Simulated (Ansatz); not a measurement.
Isolated molecules relaxed with PBE0-D4/def2-TZVP in Ansatz; ΔE leaves out vibrations. CCSD(T)/CBS adds triple-zeta CCSD(T) − MP2 to the extrapolated MP2 energy (def2 sets, frozen cores). Functionals use def2-TZVPP. B3LYP here is the variant with VWN-RPA as its local correlation; programs differ in this. For Se outer-core shells are correlated without core-valence functions, which leaves a few kJ/mol of doubt a bond. Scalar relativity is left out up to krypton. One conformer a species, not always the lowest.

Reaction (substitution at a C–O bond): `CCOC(F)F` + H₂Se → `CC[SeH]` + `OC(F)F`

```
             level  ΔE (kcal/mol)  difference from CCSD(T)/CBS
          B3LYP-D4           -7.7                          1.1
      CAM-B3LYP-D4           -6.4                          2.4
           ωB97X-V           -7.0                          1.8
               PBE           -8.6                          0.2
            r2SCAN           -7.7                          1.1
           r2SCAN0           -7.9                          0.9
           LC-ωPBE           -7.7                          1.1
     HF/def2-QZVPP           -5.5                          3.3
SCS-MP2/def2-QZVPP           -9.5                         -0.7
    CCSD/CBS(def2)           -8.5                          0.3
       CCSD(T)/CBS           -8.8                            0
```

Task: What do rigid-rotor, harmonic-oscillator terms from PBE0-D4/def2-TZVP frequencies (298.15 K, 1 bar) make of the CCSD(T)/CBS value? (Best estimate.)

Result: Computed: ΔZPE = +2.1 kcal/mol, ΔH = -7.2 kcal/mol, ΔS = 13 J/(mol·K), ΔG = -8.1 kcal/mol.

Largest T1 diagnostic among the species: 0.012.

From BLYP to BHLYP (50 % exact exchange), in def2-TZVPP and without D4, ΔE moves by +0.9 kcal/mol. Leaving LDA and LC-ωPBE aside and taking each functional with its dispersion term where it has one, the values, not all of them listed here, spread over 2.9 kcal/mol, from revPBE-D4 to CAM-B3LYP-D4. LDA lies +2.0 kcal/mol from PBE without D4.
